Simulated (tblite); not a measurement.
Compound: C₇H₁₃OP.
Cartesian coordinates in Å at the GFN2-xTB level; atoms count from 1:
```xyz
22
C7H13OP angstrom
C     -2.4290    2.8313   -0.9767
C     -2.0645    1.9453   -0.2491
P     -1.5802    0.6758    0.8881
C     -2.6281   -0.6733    0.0874
O     -2.4569   -0.7865   -1.2972
C      0.0516    0.2861    0.0719
C      0.8109   -0.7825    0.8522
C      2.1259   -1.1793    0.1801
C      3.1613   -0.0604    0.1841
H     -2.7312    3.6085   -1.6172
H     -3.6794   -0.4818    0.3502
H     -2.3405   -1.6351    0.5210
H     -2.6704    0.0662   -1.6990
H      0.6196    1.2190    0.0422
H     -0.1312   -0.0458   -0.9549
H      1.0127   -0.4209    1.8642
H      0.1827   -1.6732    0.9396
H      1.9246   -1.4841   -0.8497
H      2.5372   -2.0443    0.7060
H      2.8259    0.7880   -0.4071
H      4.0993   -0.4141   -0.2377
H      3.3494    0.2808    1.2000
```

Computed values, GFN2-xTB/tblite, gas phase, harmonic and unscaled. Errors from tens to a few hundred cm⁻¹ against measured bands are possible. One conformer, not necessarily the lowest.

Harmonic wavenumbers (cm⁻¹): 32.0, 52.9, 75.9, 92.2, 111.3, 145.7, 196.3, 201.6, 247.7, 279.3, 299.2, 348.3, 402.4, 425.6, 438.9, 636.3, 646.6, 663.0, 673.6, 738.7, 764.9, 813.6, 828.1, 919.0, 928.2, 1014.6, 1047.5, 1066.4, 1109.8, 1117.8, 1130.7, 1183.8, 1213.5, 1257.6, 1259.8, 1276.1, 1313.7, 1346.8, 1352.3, 1416.3, 1434.5, 1441.5, 1485.3, 1493.2, 1504.8, 1511.0, 2189.8, 2858.1, 2934.7, 2952.7, 2961.4, 2962.4, 2965.9, 2973.0, 2979.8, 3031.6, 3034.8, 3043.4, 3362.8, 3489.7.

A = 2075, B = 707.3, C = 625.8 MHz; mass 144.070 u (most abundant isotopes); point group C1, symmetry number 1.

Problem. What is the zero-point energy?

Solution. Half the sum of the wavenumbers: 39839 cm⁻¹ = 113.91 kcal/mol.

Problem. Give the ideal-gas entropy at 500 K and 1 bar in the rigid-rotor, harmonic-oscillator model (classical rotation).

Solution. Translation 43.40, rotation 31.78, vibration 64.51: S = 139.7 cal/(mol K).

Problem. And Cp and H(500 K) − H(0)?

Solution. Cp = 65.55 cal/(mol K), of which vibrations give 57.60 (their classical limit is 60 R = 119.2); H(500 K) − H(0) = 19.66 kcal/mol without the zero-point energy, 15.69 from vibrations.

Problem. Which modes carry the vibrational entropy at 500 K?

Solution. 32.0 cm⁻¹: 6.73; 52.9 cm⁻¹: 5.73; 75.9 cm⁻¹: 5.01; 92.2 cm⁻¹: 4.63; 111.3 cm⁻¹: 4.26; 145.7 cm⁻¹: 3.73 cal/(mol K); the other 54 give 34.42 together.

Problem. Blend soft modes into free rotors: weight 1/[1 + (100 cm⁻¹/ν̃)⁴] for the oscillator and the rest for a rotor with moment μB/(μ + B), μ = h/(8π²ν), B = 10⁻⁴⁴ kg m². What vibrational entropy results?

Solution. 58.41 cal/(mol K) in place of 64.51, which changes −T·S at 500 K by +3.05 kcal/mol.

Problem. How do the functions run with temperature in this model?

Solution. 
```json
{"T (K)": "50", "S (cal/(mol K))": "62.4", "Cp (cal/(mol K))": "16.0", "H − H(0) (kcal/mol)": "0.57", "G − H(0) (kcal/mol)": "-2.55", "ln q(vib)": "1.01"}
{"T (K)": "100", "S (cal/(mol K))": "75.8", "Cp (cal/(mol K))": "23.2", "H − H(0) (kcal/mol)": "1.56", "G − H(0) (kcal/mol)": "-6.02", "ln q(vib)": "2.89"}
{"T (K)": "298.15", "S (cal/(mol K))": "111.2", "Cp (cal/(mol K))": "45.4", "H − H(0) (kcal/mol)": "8.38", "G − H(0) (kcal/mol)": "-24.79", "ln q(vib)": "10.07"}
{"T (K)": "373.15", "S (cal/(mol K))": "122.3", "Cp (cal/(mol K))": "53.5", "H − H(0) (kcal/mol)": "12.09", "G − H(0) (kcal/mol)": "-33.55", "ln q(vib)": "12.58"}
{"T (K)": "750", "S (cal/(mol K))": "169.8", "Cp (cal/(mol K))": "82.8", "H − H(0) (kcal/mol)": "38.36", "G − H(0) (kcal/mol)": "-88.97", "ln q(vib)": "24.24"}
{"T (K)": "1000", "S (cal/(mol K))": "195.3", "Cp (cal/(mol K))": "94.3", "H − H(0) (kcal/mol)": "60.58", "G − H(0) (kcal/mol)": "-134.69", "ln q(vib)": "31.17"}
```

q(vib) and H(0) count from the zero-point level.

Hindered rotation and anharmonicity are outside this model. Other conformers, if any are populated, would add a mixing term that is left out. The structure is chiral; the term R ln 2 for an equal mix with its mirror image is left out.
